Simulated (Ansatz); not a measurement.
Consider the ligand exchange at the Si–C bond: `[SiH3][CH2][SbH2]` + `[NH2][Al]([OH])[SH]` → `[NH2][Al]([SH])[O][SiH3]` + `[CH3][SbH2]`.

Program: Ansatz. Geometries: PBE0-D4/def2-TZVP. ΔE: electronic, gas phase. CBS: MP2 limit from def2 TZ/QZ plus the TZ coupled-cluster correction, frozen cores. Functionals use def2-TZVPP. HSE06 is defined as in plane-wave codes. def2 core potentials past Kr. For Sb outer-core shells are correlated without core-valence functions, which leaves a few kJ/mol of doubt a bond. Each species was taken in one conformer, which may not be the lowest.

`[SiH3][CH2][SbH2]`:

Z-matrix (Å, degrees):
```
Si
C 1 1.865
H 1 1.487 2 110.0
H 1 1.491 2 111.6 3 120.1
H 1 1.487 2 110.0 3 -119.8
Sb 2 2.170 1 114.3 3 59.9
H 2 1.093 1 111.1 3 -179.7
H 2 1.093 1 111.1 3 -60.5
H 6 1.712 2 94.1 1 -45.4
H 6 1.712 2 94.1 1 45.8
```

`[NH2][Al]([OH])[SH]`:

Cartesian coordinates in Å:
```
N -0.987 -0.267 -1.186
Al 0.098 -0.028 0.180
O 1.166 1.279 0.316
S 0.099 -1.474 1.809
H -1.065 0.339 -1.986
H -1.624 -1.041 -1.272
H 1.263 1.978 -0.326
H 1.050 -0.786 2.465
```

`[NH2][Al]([SH])[O][SiH3]`:

Z-matrix (Å, degrees):
```
Si
O 1 1.623
H 1 1.486 2 110.1
H 1 1.487 2 110.1 3 120.1
H 1 1.490 2 110.6 3 -120.0
Al 2 1.682 1 159.2 3 120.6
S 6 2.179 2 120.2 1 -0.7
N 6 1.754 2 119.8 1 179.3
H 7 1.344 6 92.2 2 0.0
H 8 1.006 6 125.0 2 -180.0
H 8 1.006 6 124.3 2 0.0
```

`[CH3][SbH2]`:

Cartesian coordinates in Å:
```
C 0.645 -0.395 0.436
Sb -0.273 0.926 -1.008
H 1.285 -1.101 -0.093
H 1.259 0.200 1.112
H -0.108 -0.936 1.005
H -1.415 1.551 0.103
H -1.393 -0.246 -1.555
```

```tsv
level	ΔE (kJ/mol)	difference from CCSD(T)/CBS
revPBE-D4	-92.9	12.7
BLYP-D4	-107.2	-1.6
r2SCAN-D4	-107.8	-2.2
r2SCAN0-D4	-109.7	-4.1
HSE06-D4	-100.0	5.6
CAM-B3LYP-D4	-115.8	-10.2
ωB97X-V	-108.5	-2.9
ωB97M-V	-106.8	-1.2
PBE	-96.7	8.9
BLYP	-112.8	-7.2
HSE06	-101.8	3.8
MP2/def2-SVP	-107.7	-2.1
HF/def2-TZVPP	-135.5	-29.9
SCS-MP2/def2-TZVPP	-112.9	-7.3
CCSD(T)/def2-TZVPP	-107.7	-2.1
MP2/def2-QZVPP	-105.8	-0.2
CCSD(T)/CBS	-105.6	0
```

Largest T1 diagnostic among the species: 0.013.

In def2-TZVPP, CCSD(T) changes the Hartree–Fock value by +27.8 kJ/mol (the triples alone add +3.9 kJ/mol) and MP2 by +29.1 kJ/mol. The D4 term adds +4.2 kJ/mol with B3LYP and +1.9 kJ/mol with PBE0; it sums over pairs of atoms, weighted by their polarisabilities, and B3LYP, whose exchange is more repulsive, gets the larger term.

B3LYP here is the variant with VWN-RPA as its local correlation; programs differ in this.
